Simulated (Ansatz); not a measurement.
Input file for C2H6F2Sn (`C[CH2][SnH]([F])[F]`):

```yaml
crystal:
  periodic: [false, false, false]
  atoms:
    - {symbol: C, position_ang: [-1.418605, 0.346049, 0.127903]}
    - {symbol: C, position_ang: [-0.418330, -0.772153, -0.133204]}
    - {symbol: Sn, position_ang: [1.578511, -0.047848, -0.068844]}
    - {symbol: F, position_ang: [1.649064, 1.414054, -1.310276]}
    - {symbol: F, position_ang: [1.765889, 0.832443, 1.626214]}
    - {symbol: H, position_ang: [-1.336475, 1.139689, -0.617039]}
    - {symbol: H, position_ang: [-2.440447, -0.040680, 0.091529]}
    - {symbol: H, position_ang: [-1.268367, 0.797239, 1.110452]}
    - {symbol: H, position_ang: [-0.494983, -1.569115, 0.610083]}
    - {symbol: H, position_ang: [-0.563296, -1.227165, -1.115774]}
    - {symbol: H, position_ang: [3.012541, -0.929511, -0.300444]}
basis:
  gaussian: {orbitals: def2-SVP}
correlation: {method: ccsd_t}
```

```sh
$ ansatz run in.yaml --threads 4 --pin off --events-out ev --progress --plain
```

The program prints (abridged):

```
Functional definition: HF
1196 factors; integrals over basis functions are off by at most 1.5e-3 eV
mean field evaluation 1: about -13363.8890 eV, gradient 4.5e1 eV
mean field evaluation 2: about -13364.0211 eV, gradient 4.5e1 eV
mean field evaluation 4: about -13368.3076 eV, gradient 3.1e0 eV
mean field evaluation 8: about -13368.3589 eV, gradient 2.2e-1 eV
mean field -13368.35910213 eV, -491.2781356040 hartree, gradient 1.0e-6 eV, S^2 0.000000; 0 other end points of the search recorded, 0 dependent functions left out
8 core orbitals not correlated: weight in the atoms' cores, before any rotation towards them, 1.000 or more for the frozen orbitals, at most 0.000 for the correlated occupied ones
reference -13368.35910213 eV, -491.2781356040 hartree; 21, 21 occupied and 83, 83 virtual orbitals, 1196 factors
second order -21.13756779 eV of doubles, -0.00000000 eV of singles
cycle   1  -21.59495377 eV  change   -4.6e-1 eV  update   1.1e-1
cycle   2  -22.09499653 eV  change   -5.0e-1 eV  update   3.5e-2
cycle   3  -22.25365435 eV  change   -1.6e-1 eV  update   1.9e-2
cycle   4  -22.25246839 eV  change    1.2e-3 eV  update   4.1e-3
cycle   5  -22.24979399 eV  change    2.7e-3 eV  update   1.6e-3
cycle   6  -22.24986609 eV  change   -7.2e-5 eV  update   4.6e-4
cycle   7  -22.24977823 eV  change    8.8e-5 eV  update   1.6e-4
cycle   8  -22.24971156 eV  change    6.7e-5 eV  update   4.5e-5
cycle   9  -22.24970573 eV  change    5.8e-6 eV  update   1.6e-5
perturbative correction -0.49309469 eV, -0.0181208956 hartree
Total energy: -13391.10190254 eV, -492.1139181035 hartree
```

Hardware: 4 threads of a server CPU on a shared host. Wall time 20 s, peak host memory 0.7 GiB.

MP2 recovers 92.9 % of the CCSD(T) correlation energy and the triples give 2.2 %; T1 = 0.0114.
